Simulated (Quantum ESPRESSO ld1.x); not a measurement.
Question: Neutral zirconium, configuration [Kr] 4d1 5s2 4f1 (not the ground configuration). Calculated with ld1.x of Quantum ESPRESSO 7.5: scalar-relativistic Kohn-Sham, LDA (Slater exchange, Perdew-Zunger correlation), spin-polarised, spherical densities, point nucleus; open shells are filled with parallel spins first. Some entries of the table are withheld. Estimate them.

orbital,occ.,eigenvalue (hartree),<1/r> (bohr^-1),<r> (bohr)
1s down,1,-654.407,41.21,0.03711
1s up,1,-654.407,41.21,0.03711
2s up,1,-90.9629,9.237,0.1628
2s down,1,-90.9598,9.238,0.1628
2p up,3,-81.2144,9.008,0.1418
2p down,3,-81.2120,9.008,0.1418
3s up,1,-15.1393,3.135,0.4594
3s down,1,-15.1370,3.135,0.4594
3p up,3,-11.9643,2.979,0.4628
3p down,3,-11.9618,2.979,0.4627
3d up,5,-6.73617,2.740,0.4528
3d down,5,-6.73277,2.740,0.4527
4s up,1,-2.30447,1.125,1.206
4s down,1,-2.28584,1.127,1.205
4p up,3,-1.48953,0.9887,(1)
4p down,3,-1.46886,0.9909,(2)
4d up,1,(3),0.6611,2.010
4d down,0,(4),0.6573,2.030
5s up,1,-0.35104,0.3956,3.260
5s down,1,-0.33917,0.3895,3.302
4f up,1,-0.01668,0.06901,(5)
4f down,0,-0.01114,0.06478,(6)

Answer: 
(1) 4p up <r> (bohr): 1.355
(2) 4p down <r> (bohr): 1.353
(3) 4d up eigenvalue (hartree): -0.39229
(4) 4d down eigenvalue (hartree): -0.37095
(5) 4f up <r> (bohr): 16.30
(6) 4f down <r> (bohr): 17.55
